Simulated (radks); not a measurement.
Question: Xe, 54 electrons, occupied as [Xe] (the NIST ground configuration). All-electron calculation, scalar-relativistic Kohn-Sham, LDA (Slater exchange, VWN5 correlation), spin-polarised, spherical densities, finite nucleus; Fermi nuclear charge, rms radius 4.7859 fm. Program: a radial shooting solver on a logarithmic mesh with Libxc functionals. Some entries of the table are withheld. Estimate them.

| orbital | occ. | eigenvalue (eV) | <r^2> (bohr^2) |
|---|---|---|---|
| 1s | 2 | -34332.81 | 0.0009654 |
| 2s | 2 | -5344.379 | 0.01552 |
| 2p | 6 | (1) | 0.01229 |
| 3s | 2 | -1092.680 | 0.1076 |
| 3p | 6 | (2) | 0.1077 |
| 3d | 10 | -653.8665 | 0.09341 |
| 4s | 2 | (3) | 0.5808 |
| 4p | 6 | -141.0279 | 0.6673 |
| 4d | 10 | -59.4558 | 0.9004 |
| 5s | 2 | -19.9835 | 3.900 |
| 5p | 6 | -8.3856 | 6.166 |
| 6s | 0 | -0.4977 | (4) |

Answer: 
(1) 2p eigenvalue (eV): -4798.405
(2) 3p eigenvalue (eV): -916.2878
(3) 4s eigenvalue (eV): -196.9759
(4) 6s <r^2> (bohr^2): 56.94
